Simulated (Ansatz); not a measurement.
BH3 (SMILES B) moved off its minimum; all values from Ansatz (an electronic-structure program), cores frozen in correlated methods.
(charge 0, multiplicity 1)
```xyz
4

B      0.04865    -0.05232    -0.03837
H     -1.14590     0.04614    -0.28158
H      0.44582    -0.72399     0.92475
H      0.67345     0.59289    -0.82360
```

| level | largest force (eV/Å) | on atom | rms difference from CCSD(T)/aug-cc-pVTZ (eV/Å) | dipole (D) |
|---|---|---|---|---|
| HF/def2-TZVPP | 1.32 | H3 | 0.078 | 0.11 |
| PBE/def2-TZVPP | 0.98 | H3 | 0.095 | 0.08 |
| r2SCAN/def2-TZVPP | 1.17 | H3 | 0.015 | 0.08 |
| B3LYP/def2-TZVPP | 1.23 | H3 | 0.037 | 0.09 |
| wB97M-V/def2-TZVPP | 1.28 | H3 | 0.064 | 0.09 |
| MP2/aug-cc-pVTZ | 1.29 | H3 | 0.059 | 0.10 |
| CCSD(T)/aug-cc-pVTZ | 1.17 | H3 | 0.000 | 0.10 |

The differences count from one level among others, with limits of its own. Forces at CCSD(T)/aug-cc-pVTZ (eV/Å):

```tsv
atom	Fx	Fy	Fz
B1	-0.920	-0.100	0.243
H2	0.486	-0.325	0.418
H3	-0.135	0.648	-0.960
H4	0.569	-0.223	0.298
```
